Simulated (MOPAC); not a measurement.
MOPAC input (PM7):

```
PM7 1SCF CHARGE=-1 GEO-OK AUX(PRECISION=9) THREADS=1
F3Si

Si    0.10725614 1   -0.16236848 1    0.52794214 1
F    -0.37054100 1    1.41778715 1    0.20037954 1
F     1.30399675 1   -0.24843199 1   -0.65226300 1
F    -1.10029864 1   -0.91678197 1   -0.36935988 1
```

Output:

```
 *******************************************************************************
 **                                                                           **
 **                              MOPAC v23.2.5                                **
 **                                                                           **
 *******************************************************************************
 ** MOPAC's Digital Object Identifier: https://doi.org/10.5281/zenodo.6511958 **
 **                                                                           **
 ** Please cite the open-source release paper for use of this MOPAC version:  **
 ** J. E. Moussa and J. J. P. Stewart (2026)                                  **
 ** MOPAC: An open-source semiempirical molecular orbital program             **
 ** J. Open Source Softw., 11(119), 8025, https://doi.org/10.21105/joss.08025 **
 *******************************************************************************

                              PM7 CALCULATION RESULTS

 *******************************************************************************
 *  PM7        - The PM7 Hamiltonian to be used
 *  GEO-OK     - OVERRIDE INTERATOMIC DISTANCE AND OTHER SAFETY CHECKS
 *
 *
 *
 *                 CHARGE ON SYSTEM = -1
 *
 *
 *
 *  1SCF       - DO 1 SCF AND THEN STOP
 *  AUX        - OUTPUT AUXILIARY INFORMATION
 *******************************************************************************
PM7 1SCF CHARGE=-1 GEO-OK AUX(PRECISION=9) THREADS=1
 F3Si

   ATOM   CHEMICAL          X               Y               Z
  NUMBER   SYMBOL      (ANGSTROMS)     (ANGSTROMS)     (ANGSTROMS)

     1      Si          0.10725614  *  -0.16236848  *   0.52794214  *
     2       F         -0.37054100  *   1.41778715  *   0.20037954  *
     3       F          1.30399675  *  -0.24843199  *  -0.65226300  *
     4       F         -1.10029864  *  -0.91678197  *  -0.36935988  *

          CARTESIAN COORDINATES

    NO.       ATOM           X           Y           Z

     1        Si          0.1073     -0.1624      0.5279
     2         F         -0.3705      1.4178      0.2004
     3         F          1.3040     -0.2484     -0.6523
     4         F         -1.1003     -0.9168     -0.3694

 General Reference for PM7:
 "Optimization of Parameters for Semiempirical Methods VI: More Modifications to the
 NDDO Approximations and Re-optimization of Parameters", J. J. P. Stewart, J. Mol. Mod., 1:32, 19 (2013)
 https://link.springer.com/article/10.1007/s00894-012-1667-x

           Empirical Formula: Si F3  =     4 atoms

      MOLECULAR POINT GROUP   :   C3v

      RHF CALCULATION, NO. OF DOUBLY OCCUPIED LEVELS = 13

 -------------------------------------------------------------------------------
 PM7 1SCF CHARGE=-1 GEO-OK AUX(PRECISION=9) THREADS=1
 F3Si

     1SCF WAS SPECIFIED, SO BFGS WAS NOT USED
     SCF FIELD WAS ACHIEVED

                              PM7 CALCULATION
                                                       MOPAC v23.2.5 Linux

          FINAL HEAT OF FORMATION =       -299.63032 KCAL/MOL =   -1253.65324 KJ/MOL

          COSMO AREA              =         95.11 SQUARE ANGSTROMS
          COSMO VOLUME            =         81.70 CUBIC ANGSTROMS

          IONIZATION POTENTIAL    =          4.570809 EV
          HOMO LUMO ENERGIES (EV) =         -4.571  6.207
          NO. OF FILLED LEVELS    =         13
          MOLECULAR WEIGHT        =         85.0807         POINT GROUP:  C3v

          MOLECULAR DIMENSIONS (Angstroms)

            Atom       Atom       Distance
            F     3    F     2     2.51145
            F     4    F     2     2.17498
           Si     1    F     2     0.85442

          SCF CALCULATIONS        =          1

   ATOM   CHEMICAL          X               Y               Z
  NUMBER   SYMBOL      (ANGSTROMS)     (ANGSTROMS)     (ANGSTROMS)

     1      Si          0.10725614  *  -0.16236848  *   0.52794214  *
     2       F         -0.37054100  *   1.41778715  *   0.20037954  *
     3       F          1.30399675  *  -0.24843199  *  -0.65226300  *
     4       F         -1.10029864  *  -0.91678197  *  -0.36935988  *

                             CARTESIAN COORDINATES

   1   Si        0.107256140    -0.162368480     0.527942140
   2    F       -0.370541000     1.417787150     0.200379540
   3    F        1.303996750    -0.248431990    -0.652263000
   4    F       -1.100298640    -0.916781970    -0.369359880

           Empirical Formula: Si F3  =     4 atoms

      MOLECULAR POINT GROUP   :   C3v

                  EIGENVALUES
 -33.78842 -33.78842 -33.56875 -11.27898 -10.47324 -10.47324 -10.20468  -9.74777
  -9.74777  -9.25756  -8.92834  -8.92834  -4.57081   6.20681   6.20681   8.88033
  30.35468  30.37842  30.37842  31.31347  31.31347

              NET ATOMIC CHARGES AND DIPOLE CONTRIBUTIONS

  ATOM NO.   TYPE          CHARGE      No. of ELECS.   s-Pop       p-Pop       d-Pop
    1         Si           0.393915        3.6061     1.09369     2.29495     0.21745
    2          F          -0.464638        7.4646     1.93843     5.52621
    3          F          -0.464638        7.4646     1.93843     5.52621
    4          F          -0.464638        7.4646     1.93843     5.52621
 DIPOLE           X         Y         Z       TOTAL
 POINT-CHG.     0.566    -0.857     2.788     2.971
 HYBRID        -0.722     1.092    -3.552     3.786
 SUM           -0.155     0.235    -0.764     0.814

          ATOMIC ORBITAL ELECTRON POPULATIONS

     Atom    s        px        py        pz      x^2-y^2     xz        z^2       yz        xy
    1 Si   1.09369   0.45555   0.50445   1.33495   0.05017   0.04690   0.03637   0.03635   0.04765
    2  F   1.93843   1.92540   1.65548   1.94533
    3  F   1.93843   1.80473   1.95628   1.76520
    4  F   1.93843   1.78122   1.90194   1.84304

 **********************
 *                    *
 * JOB ENDED NORMALLY *
 *                    *
 **********************

 == MOPAC DONE ==
```

The dipole moment of an ion depends on the origin.

The geometry given is a B3LYP-D3(BJ)/def2-TZVP minimum.
